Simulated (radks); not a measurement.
Polarisability of neutral manganese, [Ar] 3d5 4s2, at imaginary frequency. All-electron calculation, scalar-relativistic Kohn-Sham, LDA (Slater exchange, Perdew-Wang correlation), spin-polarised, spherical densities, finite nucleus; open shells are filled with parallel spins first; Fermi nuclear charge, rms radius 3.7057 fm. Program: a radial shooting solver on a logarithmic mesh with Libxc functionals. Response by self-consistent Sternheimer equations with the Hartree and adiabatic LDA kernel, the relativistic mass of each level held fixed and spin-orbit coupling left out.

w (hartree),alpha1(iw) (bohr^3)
0.00266,65.71
0.0143,65.24
0.0360,62.81
0.0697,56.25
0.118,45.06
0.186,32.00
0.280,20.71
0.413,12.73
0.605,7.670
0.892,4.576
1.35,2.667
2.12,1.455
3.59,0.6824
6.94,0.2405
17.5,0.04970

Static values: alpha1 = 65.72 bohr^3 (9.739 angstrom^3; uncoupled 119.0). C6 = 606.4, triple-dipole C9 = 28450 atomic units. One-pole (London) frequency 4 C6 / (3 alpha1^2) = 0.187 hartree, against 0.171 for minus the highest occupied eigenvalue. Recommended static value: 68 bohr^3 (Schwerdtfeger and Nagle, 2023 table).
